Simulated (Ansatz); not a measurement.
`F[SiH](F)S[SiH2]Cl` + H₂ → `F[SiH2]F` + `S[SiH2]Cl` at 400 K and 1 bar (hydrogenolysis of the Si–S bond).

Calculated with Ansatz (gas phase, PBE0-D4/def2-TZVP geometries, no zero-point term in ΔE). CBS: MP2 limit from def2 TZ/QZ plus the TZ coupled-cluster correction, frozen cores. This one scheme is used for every species. One conformer a species, not always the lowest.

| species | CCSD(T)/CBS energy (Eh) | H − E (kJ/mol) | S (J/(mol·K)) |
| --- | --- | --- | --- |
| `F[SiH](F)S[SiH2]Cl` | -1637.34667 | 135.3 | 440.4 |
| H₂ | -1.17544 | 38.0 | 139.0 |
| `F[SiH2]F` | -489.99391 | 78.4 | 280.0 |
| `S[SiH2]Cl` | -1148.50980 | 98.2 | 327.9 |

H − E and S are ideal-gas, rigid-rotor, harmonic terms from PBE0-D4/def2-TZVP, for one conformer and one mirror image of each species. The MP2-based limit puts H₂ 0.8 mEh under its directly extrapolated value; such offsets cancel only in part. 1 Eh = 2625.50 kJ/mol, R = 8.31446 J/(mol·K).

Question: By hand: ΔE, ΔH, ΔS and ΔG.

Answer: ΔE = (-489.99391) + (-1148.50980) − (-1637.34667) − (-1.17544) = 0.01840 Eh = 48.3 kJ/mol. Δ(H − E) = 78.4 + 98.2 − 135.3 − 38.0 = 3.3, so ΔH = 51.6 kJ/mol. ΔS = 280.0 + 327.9 − 440.4 − 139.0 = 28.5 J/(mol·K). ΔG = 51.6 − 400 × (28.5)/1000 = 40.2 kJ/mol.

Question: By hand: the equilibrium constant, and the temperature at which ΔG would vanish if ΔH and ΔS stayed fixed.

Answer: log₁₀ K = −ΔG/(RT ln 10) = -5.2. ΔG = 0 at ΔH/ΔS = 1811 K.

ΔH outweighs TΔS. A doubt of 5 kJ/mol in ΔE shifts log₁₀ K by 0.7 here. Other conformers and mirror images would add mixing entropy, several J/(mol·K) or more a flexible species. Modes under 60 cm⁻¹, often nearly free rotors, make the harmonic entropy too high. These are equilibria of isolated gas molecules and say nothing of rates. Largest T1 diagnostic: 0.012 (customary marks: 0.02 for closed shells, 0.045 for open ones).
